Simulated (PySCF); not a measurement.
Computed structure and properties of [Tm(NH3)]3+

System: [Tm(NH3)]3+ (singlet in the valence; each metal's 4f electrons, 12 of them, lie in its core potential, out of spins and levels); start: template (C3v). Method: PySCF 2.14.0, RKS PBE0, Tm lcecp-1-SVP with ECP58, N def2-SVP, H def2-SVP; non-relativistic Hamiltonian with scalar-relativistic core potentials where named; density fitting; no spin-orbit coupling.

Input of the relaxation:

```python
mol = gto.M(atom='''
Tm     0.00000     0.00000    -0.23262
N     -0.00000    -0.00000     2.23738
H      0.93916     0.00004     2.63538
H     -0.46961     0.81332     2.63538
H     -0.46955    -0.81335     2.63538''',
    basis={'Tm': 'lcecp-1-SVP', 'N': 'def2-SVP', 'H': 'def2-SVP'},
    ecp={'Tm': 'lcecp-1-SVP'},
    charge=3, spin=0)
mf = dft.RKS(mol, xc='PBE0')
mf.grids.atom_grid = (50, 194)  # f atoms: unpruned, at least (60, 302)
mf = mf.density_fit()  # fitting sets: Tm AutoAux, N def2-universal-JKFIT, H def2-universal-JKFIT
mf.conv_tol = 1e-08; mf.max_cycle = 55
mf.kernel(dm0)  # dm0: converged density of the start geometry
# quasi-Newton relaxation in Cartesian coordinates to a largest gradient under 0.00045 Eh/bohr, steps kept in the point group
```

Run from Python with OMP_NUM_THREADS=2; the lines above give its settings. Where DIIS fails, smearing, a level shift and second-order steps follow.
It took 9.2 s on 2 threads of Arm Neoverse V1, on a shared host, from the converged density of the start.

Course of the relaxation:

| step | energy above end (eV) | largest force component within the symmetry (eV/Å) |
| --- | --- | --- |
| 0 | 0.1866 | 2.702 |
| 1 | 0.0815 | 1.236 |
| 2 | 0.0176 | 0.458 |
| 3 | 0.0052 | 0.389 |
| 4 | 0.0001 | 0.047 |
| 5 | 0.0000 | 0.007 |

Relaxed geometry (C3v):

```xyz
5

Tm    0.0000    0.0000   -0.1128
N     0.0000    0.0000    2.1597
H     0.9421    0.0000    2.6214
H    -0.4711    0.8158    2.6214
H    -0.4710   -0.8159    2.6214
```

| contact | Å |
| --- | --- |
| Tm1–N2 (NH3) | 2.272 |

On the finer grid (75, 302):

| Property | Result |
| --- | --- |
| HOMO | -28.29 eV |
| LUMO | -20.45 eV |
| Dipole about the centre of mass | 4.08 D |
| Set of Mulliken populations of Tm1 outside the core potential | s 2.12, p 6.06, d 0.36, f 0.01 |
| D3(BJ) dispersion energy (not in the energies) | -0.090 eV |

| atom | Mulliken (e) | Löwdin (e) | spin (e) |
| --- | --- | --- | --- |
| Tm1 | 2.45 | 2.36 | 0.00 |
| N2 | -0.37 | 0.02 | 0.00 |
| H3 | 0.31 | 0.21 | 0.00 |
| H4 | 0.31 | 0.21 | 0.00 |
| H5 | 0.31 | 0.21 | 0.00 |

The 4f levels lie in the core potential and are missing. Their spin isn't counted.

On the grid (50, 194), as all that follows. Harmonic modes: a minimum; lowest 422 cm⁻¹ (negative: unstable), highest 3271 cm⁻¹, zero-point energy 1.003 eV.

Taking off one NH3 (charge 0, singlet; the rest: singlet) in vacuum, both parts rigid, costs 6.09 eV; the small basis without counterpoise inflates it. Parting with an electron moved from the ligand to the metal can be far cheaper, even downhill.

Rigid scan of NH3 along the line from its metal:

```json
{"distance to N2 (Å)": "1.97", "energy (eV)": "0.704"}
{"distance to N2 (Å)": "2.07", "energy (eV)": "0.269"}
{"distance to N2 (Å)": "2.17", "energy (eV)": "0.058"}
{"distance to N2 (Å)": "2.27", "energy (eV)": "0.000"}
{"distance to N2 (Å)": "2.37", "energy (eV)": "0.045"}
{"distance to N2 (Å)": "2.47", "energy (eV)": "0.159"}
{"distance to N2 (Å)": "2.67", "energy (eV)": "0.500"}
```

One start shape was tried, so this needn't be the lowest isomer.

An lcecp potential fixes the number of 4f electrons, so in runs with it no electron can move into or out of that shell.
